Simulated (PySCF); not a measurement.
A structure optimised at PBE-D3(BJ)/def2-SVP, used in a PySCF frequency run:

```xyz
8

C      0.0000    -0.7422    -0.8789
C      0.0000     0.7422    -0.8789
N      0.0000     1.1737     0.3748
C      0.0000     0.0000     1.0987
N      0.0000    -1.1737     0.3748
H      0.0000    -1.4211    -1.7461
H      0.0000     1.4211    -1.7461
H      0.0000     0.0000     2.2000
```
Charge 0, spin multiplicity 2.

Question: Write its SMILES, formula and point group.

Answer: C1=CN=C[N]1, C3H3N2, C2v

Question: What are its rotational constants (standard atomic weights)?

Answer: 10.531, 9.0411, 4.8646 GHz
